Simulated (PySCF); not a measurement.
An unknown is described by computed data only.

Formula: C3H15OPSi3.

| Quantity | Value |
| --- | --- |
| Dipole | 1.04 D [PBE0/pcSseg-1] |
| 1H NMR | chemical shifts (computed TMS as zero) by class: 5.41 (1 H), 5.13 (3 H), 4.24 (1 H), 1.23 (1 H), 1.12 (2 H), 0.98 (1 H), 0.93 (3 H), 0.34 (3 H) ppm [GIAO PBE0/pcSseg-1] |
| 13C NMR | chemical shifts (computed TMS as zero) by class: 14.0 (1 C), 6.9 (1 C), -4.7 (1 C) ppm [GIAO PBE0/pcSseg-1] |
| NMR, other nuclei | isotropic shieldings of nuclei other than C and H, by class: 326 (1 O), 354 (1 Si), 393 (1 Si), 409 (1 Si), 622 (1 P) ppm [GIAO PBE0/pcSseg-1] |
| Rotational structure | rotational constants A, B, C: 0.834, 0.759, 0.487 GHz [GFN2-xTB] |

Gas-phase values; electronic properties from PySCF, density fitting. Levels stand in brackets. The structure is a single GFN2-xTB conformer in the gas phase; no vibrational or solvent corrections. NMR values are class means; diastereotopic atoms form classes of their own.

**Question.** Propose a structure and show how it fits.

**Answer.** Numbering: `[CH3:1][CH2:2][Si@@H:3]([O:4][SiH3:5])[Si@@H:6]([CH3:7])[PH2:8]`. 3 carbons fall into 3 classes; from least to most shielded: sp3 carbon bound to silicon [C2] (14.0 ppm), methyl carbon [C1] (6.9 ppm), Si-methyl carbon [C7] (-4.7 ppm). Hydrogen classes from least to most shielded: 1 H on an oxygen-bound silicon, Si3 (5.41 ppm), 3 H on an oxygen-bound silicon, Si5 (5.13 ppm), 1 H on an SiH silicon, Si6 (4.24 ppm), 1 H on an sp3 carbon bound to silicon, C2 (1.23 ppm), 2 H on a three-coordinate phosphorus, P8 (1.12 ppm), 1 H on an sp3 carbon bound to silicon, C2 (0.98 ppm), 3 H on a methyl carbon, C1 (0.93 ppm, a mean of values up to 0.6 ppm apart in this geometry), 3 H on an Si-methyl carbon, C7 (0.34 ppm). The other shieldings belong to: 326 ppm, siloxane oxygen [O4]; 354 ppm, oxygen-bound silicon [Si3]; 393 ppm, oxygen-bound silicon [Si5]; 409 ppm, SiH silicon [Si6]; 622 ppm, three-coordinate phosphorus [P8]. The optimised geometry has point group C1 and is an asymmetric top. Structure: `CC[Si@@H](O[SiH3])[Si@@H](C)P`. The assignments are read from this structure; whether some other isomer fits the data as well wasn't checked. The mirror image fits equally.

Shape of the structure used: `[CH3:1][CH2:2][Si@@H:3]([O:4][SiH3:5])[Si@@H:6]([CH3:7])[PH2:8]`: C1–C2–Si3–O4 175°, C2–Si3–O4–Si5 148°, C2–Si3–Si6–C7 138°, H–P8–Si6–Si3 -51°, H–P8–Si6–Si3 42°.
